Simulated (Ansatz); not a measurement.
Basis sets compared for (H3Si)2NMe (CH₉NSi₂). The state is a singlet with charge 0. Geometry r2SCAN-D4/def2-SVP. Ansatz on 4 threads of Arm Neoverse V2 on a shared host; times are rough, and most runs start from earlier orbitals.

Cartesian coordinates in Å:
```
Si -1.511 0.068 0.823
H -1.511 -0.862 2.001
H -1.691 1.463 1.313
H -2.660 -0.334 -0.048
N -0.027 -0.011 -0.095
C 0.278 -1.286 -0.754
Si 1.233 1.198 -0.095
H 2.446 0.769 0.677
H 0.692 2.446 0.515
H 1.681 1.454 -1.501
H 0.922 -1.129 -1.636
H -0.645 -1.773 -1.115
H 0.794 -2.002 -0.085
```

B3LYP takes the VWN-RPA correlation.

Binding counts from free atoms (Si triplet, H doublet, N quartet, C triplet) in the same basis, without a counterpoise term.

```json
{"level": "HF/6-31G", "functions": "62", "energy (Eh)": "-675.2585", "HOMO (eV)": "-9.86", "LUMO (eV)": "3.66", "binding per atom (eV)": "2.21", "wall time": "0.25 s"}
{"level": "PBE-D4/def2-SVP", "functions": "109", "energy (Eh)": "-676.5819", "HOMO (eV)": "-5.61", "LUMO (eV)": "-0.39", "binding per atom (eV)": "3.41", "wall time": "0.95 s"}
{"level": "B3LYP-D4/6-31G", "functions": "62", "energy (Eh)": "-677.1879", "HOMO (eV)": "-6.28", "LUMO (eV)": "0.38", "binding per atom (eV)": "3.18", "wall time": "0.8 s"}
{"level": "PBE0-D4/def2-SVP", "functions": "109", "energy (Eh)": "-676.6618", "HOMO (eV)": "-6.95", "LUMO (eV)": "0.48", "binding per atom (eV)": "3.38", "wall time": "1.2 s"}
```

(1) Estimate the rows for HF/def2-TZVP, PBE-D4/def2-TZVP, B3LYP-D4/def2-TZVP, PBE0-D4/def2-TZVP.

Results:

(1) 
```
             level  functions  energy (Eh)  HOMO (eV)  LUMO (eV)  binding per atom (eV)  wall time
      HF/def2-TZVP        190    -675.5109     -10.24       3.08                   2.54      1.1 s
  PBE-D4/def2-TZVP        190    -676.9001      -5.76      -0.80                   3.41      1.7 s
B3LYP-D4/def2-TZVP        190    -677.4043      -6.83      -0.13                   3.43      2.2 s
 PBE0-D4/def2-TZVP        190    -676.9755      -7.04       0.06                   3.39      2.4 s
```
